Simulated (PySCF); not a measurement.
Compound: C5H7O2S (doublet state).
Structure used (GFN2-xTB), in Å, numbered top down from 1:
```
atom  x, y, z in Å
C1    -2.7293    0.2870   -0.3949
O2    -2.2174   -1.0251   -0.1815
C3    -0.9179   -1.1246   -0.1342
C4     0.3657   -0.4678   -0.2289
S5     0.9994    0.7257    1.0276
C6     2.5314    1.0986    0.0695
O7     1.4290   -0.1026    2.1617
C8     0.1542   -1.8954    0.0637
H9    -3.8128    0.1948   -0.3741
H10   -2.4053    0.6724   -1.3643
H11   -2.3966    0.9653    0.3939
H12    3.0576    0.1693   -0.1165
H13    3.1476    1.7701    0.6586
H14    2.2357    1.5671   -0.8616
H15    0.5543   -2.8270    0.3741
```

The hyperfine couplings belong to this conformer and change with its torsions.

The species is `COC1=C([S@](C)=O)[CH]1` [radical].

Computed with PySCF 2.14.0, UKS B3LYP, pcH-1 on C H O S, non-relativistic, mean-field spin-orbit, GIAO. Isolated species at its GFN2-xTB geometry (one conformer only). A GFN2-xTB geometry isn't a minimum of the functional, and hyperfine couplings can be far from their values at a DFT geometry. No stability test was run, so a lower SCF solution isn't excluded.

**Question.** Where do the isotropic ENDOR lines of H15, H12/H13/H14 and H9/H10/H11 fall at 3359.7 mT, to first order?

**Answer.** For S = 1/2 in fast tumbling each set of equivalent nuclei gives two lines, ν± = |νn ± a/2| to first order, with νn = g_N μN B/h and μN/h = 7.62259 MHz/T.

```json
{"nuclei": "H15", "isotope": "1H", "g_N": "5.5857", "νn (MHz)": "143.05", "a_iso (MHz)": "-25.49", "lower line (MHz)": "130.30", "upper line (MHz)": "155.79"}
{"nuclei": "H12/H13/H14", "isotope": "1H", "g_N": "5.5857", "νn (MHz)": "143.05", "a_iso (MHz)": "1.20", "lower line (MHz)": "142.45", "upper line (MHz)": "143.65"}
{"nuclei": "H9/H10/H11", "isotope": "1H", "g_N": "5.5857", "νn (MHz)": "143.05", "a_iso (MHz)": "0.68", "lower line (MHz)": "142.71", "upper line (MHz)": "143.39"}
```

**Question.** Which pairs are centred on the nuclear Larmor frequency, and which on half the coupling?

**Answer.** Centred on νn, since |a| < 2νn: H15, H12/H13/H14 and H9/H10/H11. No pair has |a| > 2νn.

**Question.** At what field would the lower line of H15 fall to zero frequency?

**Answer.** Where νn = |a|/2, that is B = 12.74 MHz/(5.5857 × 7.62259 MHz/T) = 299 mT, as far as first order holds there.

Nuclei that the bonding pattern makes equivalent are averaged, as if the motion that swaps them (rotation, inversion, ring flip) were fast.

The Mulliken spin populations are largest on C4 (+0.57), C8 (+0.29), S5 (+0.09) and O7 (+0.09). The angles at C4 add up to 300.9°, so it is pyramidal.

The SMILES draws the unpaired electron on C8; the largest computed Mulliken spin population is on C4 (0.57 against 0.29).
